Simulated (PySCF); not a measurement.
Isomers of C7H11NO, mass 125.084 u with the commonest isotopes. Computed with PBE0-D3(BJ)/def2-SVP geometry optimisation, gas phase in PySCF 2.14.0. One conformer each, none proved a minimum here; rigid rotors.

Question: Order these by radius of gyration √(Σ m r²/M), smallest first.
A. `[CH2:1]=[C:2]1[CH2:3][CH2:4][C@H:5]1[NH:6][C:7]([CH3:8])=[O:9]` with C4–C5–N6–C7 -117°, C5–N6–C7–C8 180°, C1–C2–C3–C4 151°, C2–C3–C4–C5 17°, C3–C4–C5–N6 -139°, C1–C2–C5–C4 -151°
B. `[CH2:1]=[C:2]=[CH:3][CH2:4][C:5](=[O:6])[N:7]([CH3:8])[CH3:9]` with C2–C3–C4–C5 -124°, C3–C4–C5–O6 -101°, C4–C5–N7–C8 -179°
C. `[CH2:1]=[CH:2][C:3](=[O:4])[N:5]([CH3:6])[CH:7]1[CH2:8][CH2:9]1` with C1–C2–C3–O4 5°, C2–C3–N5–C6 -170°, C3–N5–C7–C8 132°

Answer: C (2.132 Å), A (2.274 Å), B (2.310 Å).

Question: Order these by rotational constant C, smallest first.
A. `[CH2:1]=[CH:2][C:3](=[O:4])[N:5]([CH3:6])[CH:7]1[CH2:8][CH2:9]1` with C1–C2–C3–O4 5°, C2–C3–N5–C6 -170°, C3–N5–C7–C8 132°
B. `[CH2:1]=[C:2]1[CH2:3][CH2:4][C@H:5]1[NH:6][C:7]([CH3:8])=[O:9]` with C4–C5–N6–C7 -117°, C5–N6–C7–C8 180°, C1–C2–C3–C4 151°, C2–C3–C4–C5 17°, C3–C4–C5–N6 -139°, C1–C2–C5–C4 -151°
C. `[CH2:1]=[C:2]=[CH:3][CH2:4][C:5](=[O:6])[N:7]([CH3:8])[CH3:9]` with C2–C3–C4–C5 -124°, C3–C4–C5–O6 -101°, C4–C5–N7–C8 -179°

Answer: C (785.7 MHz), B (840.4 MHz), A (915.8 MHz).

Question: Order these by out-of-plane moment Σ m c² = (Ia + Ib − Ic)/2, largest first.
A. `[CH2:1]=[CH:2][C:3](=[O:4])[N:5]([CH3:6])[CH:7]1[CH2:8][CH2:9]1` with C1–C2–C3–O4 5°, C2–C3–N5–C6 -170°, C3–N5–C7–C8 132°
B. `[CH2:1]=[C:2]1[CH2:3][CH2:4][C@H:5]1[NH:6][C:7]([CH3:8])=[O:9]` with C4–C5–N6–C7 -117°, C5–N6–C7–C8 180°, C1–C2–C3–C4 151°, C2–C3–C4–C5 17°, C3–C4–C5–N6 -139°, C1–C2–C5–C4 -151°
C. `[CH2:1]=[C:2]=[CH:3][CH2:4][C:5](=[O:6])[N:7]([CH3:8])[CH3:9]` with C2–C3–C4–C5 -124°, C3–C4–C5–O6 -101°, C4–C5–N7–C8 -179°

Answer: B (45.36 u·Å²), C (24.42 u·Å²), A (16.85 u·Å²).

```csv
SMILES,point group,Ia (u·Å²),Ib (u·Å²),Ic (u·Å²),κ,μa (D),μb (D),μc (D)
C=C=CCC(=O)N(C)C,C1,178.98,513.10,643.24,-0.80,1.45,3.12,0.67
C=C1CC[C@H]1NC(C)=O,C1,156.41,535.63,601.33,-0.91,1.22,1.25,2.95
C=CC(=O)N(C)C1CC1,C1,198.81,386.74,551.85,-0.52,2.72,2.04,0.84
```
